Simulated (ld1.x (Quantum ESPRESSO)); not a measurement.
**An all-electron radial function and its pseudo partner (Os)**

Columns: radius, all-electron u(r) and pseudo u(r) of the 5s shell (level -93.35 eV) of osmium in the configuration [Kr] 4d10 4f14 5s2 5p6 5d6 6s1 6p1; PBE, scalar-relativistic, TM scheme, ld1.x (Quantum ESPRESSO) 7.5.

```csv
r (bohr),all-electron,pseudo
0.105,0.2490,0.0550
0.210,0.0707,0.1230
0.315,-0.6171,0.2192
0.420,-0.4731,0.3604
0.525,0.0909,0.5565
0.630,0.6347,0.7929
0.735,0.9944,1.0171
0.840,1.1631,1.1595
0.945,1.1877,1.1866
1.050,1.1205,1.1205
1.155,1.0045,1.0045
1.260,0.8692,0.8692
1.365,0.7333,0.7333
1.470,0.6070,0.6070
1.575,0.4954,0.4954
1.680,0.3997,0.3997
1.785,0.3198,0.3198
1.890,0.2541,0.2541
1.995,0.2007,0.2007
2.100,0.1578,0.1578
2.205,0.1236,0.1236
2.310,0.0965,0.0965
2.415,0.0751,0.0751
2.520,0.0584,0.0584
2.625,0.0452,0.0452
2.730,0.0350,0.0350
```

**Question.** How many radial nodes do the two functions have?

**Answer.** The all-electron 5s function has n − l − 1 = 4 (the table is too coarse to show those close to the nucleus); the pseudo-wave has 0, since the states of the same l below it are removed with the core.

**Question.** At about which radius was the pseudo-wave matched?

**Answer.** 1.10 bohr, where the columns begin to agree (steps of 0.10 bohr).

**Question.** Where does each function peak?

**Answer.** Outermost all-electron maximum near 0.94 bohr, pseudo maximum near 0.94 bohr (to the table’s step).

**Question.** Is the pseudo-wave norm-conserving?

**Answer.** Yes: the TM scheme keeps the norm inside the radius equal to the all-electron one, which fixes the energy derivative of the logarithmic derivative at the level.
